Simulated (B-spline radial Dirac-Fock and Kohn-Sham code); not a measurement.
Z = 66 (dysprosium), transition energy 14.8 keV. The computed values come from a radial B-spline solver: a Dirac-Hartree-Slater potential of the neutral atom with a Latter tail (no hole, which puts coefficients of high multipoles low close above an edge), finite nucleus with surface currents. The K shell is not open to conversion at this energy. Subshells that would emit electrons below 1 keV are left out.

Q: A pure transition shows α(L) = 24500, L1/L2 = 21.0 and L1/L3 = 1.59. What is its multipolarity?
A. M3
B. E1
C. E2
D. E4
E. E3
F. M1
G. M4
H. M2

A: H. For comparison, α(L), L1/L2, L1/L3 are E1 8.19, 0.802, 0.509; E2 14300, 0.0185, 0.0132; E3 2.59e+06, 0.0110, 0.00775; E4 1.36e+08, 0.00677, 0.00444; M1 84.2, 10.3, 59.3; M3 7.67e+06, 27.9, 0.104; M4 8.49e+08, 26.8, 0.0216.
